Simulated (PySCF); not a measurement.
BrCl₄, doublet: data card

These are results of UPBE/[Br def2-SVP, Cl def2-SVP], no relativity, density fitting, PySCF, not measurements.

The structure is a minimum.

```xyz
5
charge 0 multiplicity 2, angstrom
Br    0.0000    0.0000    0.0000
Cl    2.3974    0.0007    0.0007
Cl   -2.3974   -0.0007   -0.0007
Cl   -0.0007    2.3974    0.0014
Cl    0.0007   -2.3974   -0.0014
```

```
Point group                                                                   : D4h
Bond lengths                                                                  : Br–Cl 2.397 Å (×4)
Bond angles                                                                   : Cl–Br–Cl 90.0° (×4), Cl–Br–Cl 180.0° (×2)
Heat capacity Cp at 298.15 K                                                  : 103.1 J/(mol K)
Zero-point energy                                                             : 9.4 kJ/mol
Spin squared ⟨S²⟩                                                             : 0.750
Dipole moment                                                                 : 0.00 D
Entropy at 298.15 K and 1 bar (electronic part: spin only)                    : 390.3 J/(mol K)
Highest occupied level (β)                                                    : -7.33 eV
Rotational symmetry number                                                    : 8
Rotational constants                                                          : 0.04194, 0.04194, 0.02097 cm⁻¹
Lowest empty level (β)                                                        : -7.29 eV
Atomisation energy without zero-point energy                                  : 565 kJ/mol
Principal quadrupole moments (Buckingham, traceless) about the centre of mass : -1.95, -1.95, 3.91 D Å
Enthalpy at 298.15 K above 0 K                                                : 24.38 kJ/mol
Principal polarisabilities                                                    : 29.2, 137.6, 137.6 bohr³
```

Harmonic modes (masses in u: Br 78.918, Cl 34.969):
```json
{"symmetry": "b2u", "ω (cm⁻¹)": "53", "IR (km/mol, summed over degenerate members)": "0.0", "μ (u)": "34.97"}
{"symmetry": "a2u", "ω (cm⁻¹)": "95", "IR (km/mol, summed over degenerate members)": "3.5", "μ (u)": "54.30"}
{"symmetry": "eu", "ω (cm⁻¹)": "127", "IR (km/mol, summed over degenerate members)": "0.7", "μ (u)": "37.81"}
{"symmetry": "b2g", "ω (cm⁻¹)": "140", "IR (km/mol, summed over degenerate members)": "0.0", "μ (u)": "34.97"}
{"symmetry": "b1g", "ω (cm⁻¹)": "228", "IR (km/mol, summed over degenerate members)": "0.0", "μ (u)": "34.97"}
{"symmetry": "a1g", "ω (cm⁻¹)": "256", "IR (km/mol, summed over degenerate members)": "0.0", "μ (u)": "34.97"}
{"symmetry": "eu", "ω (cm⁻¹)": "273", "IR (km/mol, summed over degenerate members)": "89.9", "μ (u)": "48.63"}
```

In D4h the vibrations span b2u + a2u + 2eu + b2g + b1g + a1g. The a1g, b1g, b2g, b2u modes carry no infrared intensity, as symmetry demands. With a centre of inversion only u modes can be infrared active and only g modes Raman active.

Charges (e):
| atom | Mulliken | Löwdin | polar tensor | spin (Mulliken) | Mayer order to Br1 |
| --- | --- | --- | --- | --- | --- |
| Br1 | 0.50 | 0.44 | 1.09 | 0.20 | – |
| Cl2,3,4,5 | -0.12 | -0.11 | -0.27 | 0.20 | 0.66 |
Other Mayer orders above 0.3: Cl–Cl 0.38 (×2).

Mulliken populations on Br1: s 8.00, p 16.28, d 10.22.

Other isomers or separated fragments may lie lower.

The final relaxation and frequency run took roughly 110 core-seconds on a shared host.
